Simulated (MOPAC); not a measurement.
Input for MOPAC: PM7 on C4H12O (a complex).

```
PM7 1SCF PRECISE CHARGE=0 THREADS=1
C4H12O

C      0.48432757 1     0.24327887 1    -0.27983338 1
O     -0.51380241 1    -0.51807701 1     0.38321416 1
H      0.75164376 1     1.14700212 1     0.27856529 1
H      0.06813634 1     0.54281199 1    -1.24073835 1
H      1.39336548 1    -0.34016136 1    -0.46387932 1
H     -0.17449668 1    -0.79623419 1     1.23979806 1
C     -0.30207460 1    -1.27334397 1     3.86099489 1
C     -0.02327285 1     0.09187224 1     4.48446587 1
C      0.33719039 1     1.15368579 1     3.44865886 1
H     -0.53397079 1    -2.02435793 1     4.61802858 1
H     -1.15357518 1    -1.22635463 1     3.17698160 1
H      0.56741078 1    -1.63489992 1     3.30272201 1
H      0.78903071 1     0.00064619 1     5.21125454 1
H     -0.90225473 1     0.41702091 1     5.04817537 1
H      0.51862622 1     2.12338354 1     3.91535285 1
H      1.24419831 1     0.87651418 1     2.90401551 1
H     -0.46447143 1     1.27867699 1     2.71715278 1
```

Output:

```
*******************************************************************************
 **                                                                           **
 **                              MOPAC v23.2.5                                **
 **                                                                           **
 *******************************************************************************
 ** MOPAC's Digital Object Identifier: https://doi.org/10.5281/zenodo.6511958 **
 **                                                                           **
 ** Please cite the open-source release paper for use of this MOPAC version:  **
 ** J. E. Moussa and J. J. P. Stewart (2026)                                  **
 ** MOPAC: An open-source semiempirical molecular orbital program             **
 ** J. Open Source Softw., 11(119), 8025, https://doi.org/10.21105/joss.08025 **
 *******************************************************************************

                              PM7 CALCULATION RESULTS

 *******************************************************************************
 *  PM7        - The PM7 Hamiltonian to be used
 *
 *
 *
 *                 CHARGE ON SYSTEM = 0
 *
 *
 *
 *  PRECISE    - TIGHTER CRITERIA TO BE USED
 *  1SCF       - DO 1 SCF AND THEN STOP
 *  THREADS=1  - MULTI-THREADING NOT USED
 *  T=         - A TIME OF 172800.0 SECONDS REQUESTED
 *  DUMP=N     - RESTART FILE WRITTEN EVERY 7200.0 SECONDS REQUESTED
 *******************************************************************************
PM7 1SCF PRECISE CHARGE=0 THREADS=1
 C4H12O

   ATOM   CHEMICAL          X               Y               Z
  NUMBER   SYMBOL      (ANGSTROMS)     (ANGSTROMS)     (ANGSTROMS)

     1       C          0.48432757  *   0.24327887  *  -0.27983338  *
     2       O         -0.51380241  *  -0.51807701  *   0.38321416  *
     3       H          0.75164376  *   1.14700212  *   0.27856529  *
     4       H          0.06813634  *   0.54281199  *  -1.24073835  *
     5       H          1.39336548  *  -0.34016136  *  -0.46387932  *
     6       H         -0.17449668  *  -0.79623419  *   1.23979806  *
     7       C         -0.30207460  *  -1.27334397  *   3.86099489  *
     8       C         -0.02327285  *   0.09187224  *   4.48446587  *
     9       C          0.33719039  *   1.15368579  *   3.44865886  *
    10       H         -0.53397079  *  -2.02435793  *   4.61802858  *
    11       H         -1.15357518  *  -1.22635463  *   3.17698160  *
    12       H          0.56741078  *  -1.63489992  *   3.30272201  *
    13       H          0.78903071  *   0.00064619  *   5.21125454  *
    14       H         -0.90225473  *   0.41702091  *   5.04817537  *
    15       H          0.51862622  *   2.12338354  *   3.91535285  *
    16       H          1.24419831  *   0.87651418  *   2.90401551  *
    17       H         -0.46447143  *   1.27867699  *   2.71715278  *



          CARTESIAN COORDINATES

    NO.       ATOM           X           Y           Z

     1         C          0.4843      0.2433     -0.2798
     2         O         -0.5138     -0.5181      0.3832
     3         H          0.7516      1.1470      0.2786
     4         H          0.0681      0.5428     -1.2407
     5         H          1.3934     -0.3402     -0.4639
     6         H         -0.1745     -0.7962      1.2398
     7         C         -0.3021     -1.2733      3.8610
     8         C         -0.0233      0.0919      4.4845
     9         C          0.3372      1.1537      3.4487
    10         H         -0.5340     -2.0244      4.6180
    11         H         -1.1536     -1.2264      3.1770
    12         H          0.5674     -1.6349      3.3027
    13         H          0.7890      0.0006      5.2113
    14         H         -0.9023      0.4170      5.0482
    15         H          0.5186      2.1234      3.9154
    16         H          1.2442      0.8765      2.9040
    17         H         -0.4645      1.2787      2.7172

 General Reference for PM7:
 "Optimization of Parameters for Semiempirical Methods VI: More Modifications to the
 NDDO Approximations and Re-optimization of Parameters", J. J. P. Stewart, J. Mol. Mod., 1:32, 19 (2013)
 https://link.springer.com/article/10.1007/s00894-012-1667-x

           Empirical Formula: C4 H12 O  =    17 atoms



      MOLECULAR POINT GROUP   :   C1


      RHF CALCULATION, NO. OF DOUBLY OCCUPIED LEVELS = 17


 -------------------------------------------------------------------------------
 PM7 1SCF PRECISE CHARGE=0 THREADS=1
 C4H12O



     1SCF WAS SPECIFIED, SO BFGS WAS NOT USED
     SCF FIELD WAS ACHIEVED


                              PM7 CALCULATION
                                                       MOPAC v23.2.5 Linux




          FINAL HEAT OF FORMATION =        -72.86491 KCAL/MOL =    -304.86679 KJ/MOL


          COSMO AREA              =        143.49 SQUARE ANGSTROMS
          COSMO VOLUME            =        130.24 CUBIC ANGSTROMS

          IONIZATION POTENTIAL    =         10.702241 EV
          HOMO LUMO ENERGIES (EV) =        -10.702  2.946
          NO. OF FILLED LEVELS    =         17
          MOLECULAR WEIGHT        =         76.1382         POINT GROUP:  C1

          MOLECULAR DIMENSIONS (Angstroms)

            Atom       Atom       Distance
            H    13    H     4     6.51474
            H    15    H    10     4.23681
            H     5    H    14     3.10531


          SCF CALCULATIONS        =          1





   ATOM   CHEMICAL          X               Y               Z
  NUMBER   SYMBOL      (ANGSTROMS)     (ANGSTROMS)     (ANGSTROMS)

     1       C          0.48432757  *   0.24327887  *  -0.27983338  *
     2       O         -0.51380241  *  -0.51807701  *   0.38321416  *
     3       H          0.75164376  *   1.14700212  *   0.27856529  *
     4       H          0.06813634  *   0.54281199  *  -1.24073835  *
     5       H          1.39336548  *  -0.34016136  *  -0.46387932  *
     6       H         -0.17449668  *  -0.79623419  *   1.23979806  *
     7       C         -0.30207460  *  -1.27334397  *   3.86099489  *
     8       C         -0.02327285  *   0.09187224  *   4.48446587  *
     9       C          0.33719039  *   1.15368579  *   3.44865886  *
    10       H         -0.53397079  *  -2.02435793  *   4.61802858  *
    11       H         -1.15357518  *  -1.22635463  *   3.17698160  *
    12       H          0.56741078  *  -1.63489992  *   3.30272201  *
    13       H          0.78903071  *   0.00064619  *   5.21125454  *
    14       H         -0.90225473  *   0.41702091  *   5.04817537  *
    15       H          0.51862622  *   2.12338354  *   3.91535285  *
    16       H          1.24419831  *   0.87651418  *   2.90401551  *
    17       H         -0.46447143  *   1.27867699  *   2.71715278  *

                             CARTESIAN COORDINATES

   1    C        0.484327570     0.243278870    -0.279833380
   2    O       -0.513802410    -0.518077010     0.383214160
   3    H        0.751643760     1.147002120     0.278565290
   4    H        0.068136340     0.542811990    -1.240738350
   5    H        1.393365480    -0.340161360    -0.463879320
   6    H       -0.174496680    -0.796234190     1.239798060
   7    C       -0.302074600    -1.273343970     3.860994890
   8    C       -0.023272850     0.091872240     4.484465870
   9    C        0.337190390     1.153685790     3.448658860
  10    H       -0.533970790    -2.024357930     4.618028580
  11    H       -1.153575180    -1.226354630     3.176981600
  12    H        0.567410780    -1.634899920     3.302722010
  13    H        0.789030710     0.000646190     5.211254540
  14    H       -0.902254730     0.417020910     5.048175370
  15    H        0.518626220     2.123383540     3.915352850
  16    H        1.244198310     0.876514180     2.904015510
  17    H       -0.464471430     1.278676990     2.717152780


           Empirical Formula: C4 H12 O  =    17 atoms



      MOLECULAR POINT GROUP   :   C1


                  EIGENVALUES
 -29.47409 -28.36717 -24.26593 -23.95095 -20.35285 -17.34125 -16.03842 -15.26086
 -15.06891 -14.75250 -14.06048 -13.37714 -12.39854 -12.24504 -12.01076 -11.55216
 -10.70224   2.94571   4.18168   4.45441   5.32218   5.39587   5.42873   5.76104
   5.77046   5.84368   5.95303   6.14549   6.33573   6.65729   6.97853   7.00853


              NET ATOMIC CHARGES AND DIPOLE CONTRIBUTIONS

  ATOM NO.   TYPE          CHARGE      No. of ELECS.   s-Pop       p-Pop
    1          C          -0.164770        4.1648     1.07127     3.09350
    2          O          -0.520642        6.5206     1.84965     4.67099
    3          H           0.115182        0.8848     0.88482
    4          H           0.143972        0.8560     0.85603
    5          H           0.116151        0.8838     0.88385
    6          H           0.306657        0.6933     0.69334
    7          C          -0.444473        4.4445     1.05127     3.39320
    8          C          -0.231420        4.2314     1.04619     3.18523
    9          C          -0.445622        4.4456     1.05135     3.39427
   10          H           0.145785        0.8542     0.85422
   11          H           0.146555        0.8534     0.85345
   12          H           0.136928        0.8631     0.86307
   13          H           0.131985        0.8680     0.86802
   14          H           0.134832        0.8652     0.86517
   15          H           0.142506        0.8575     0.85749
   16          H           0.136798        0.8632     0.86320
   17          H           0.149578        0.8504     0.85042
 DIPOLE           X         Y         Z       TOTAL
 POINT-CHG.     1.776     0.760     0.273     1.951
 HYBRID         0.019    -0.184     0.239     0.303
 SUM            1.794     0.576     0.512     1.953


          ATOMIC ORBITAL ELECTRON POPULATIONS

     Atom    s        px        py        pz
    1  C   1.07127   0.98634   1.03604   1.07112
    2  O   1.84965   1.45573   1.76601   1.44925
    3  H   0.88482
    4  H   0.85603
    5  H   0.88385
    6  H   0.69334
    7  C   1.05127   1.16567   1.06949   1.15804
    8  C   1.04619   1.14781   0.98303   1.05438
    9  C   1.05135   1.16598   1.10822   1.12007
   10  H   0.85422
   11  H   0.85345
   12  H   0.86307
   13  H   0.86802
   14  H   0.86517
   15  H   0.85749
   16  H   0.86320
   17  H   0.85042

 **********************
 *                    *
 * JOB ENDED NORMALLY *
 *                    *
 **********************




 == MOPAC DONE ==
```

The run finished.

Cost: very roughly 0.020 core-seconds.
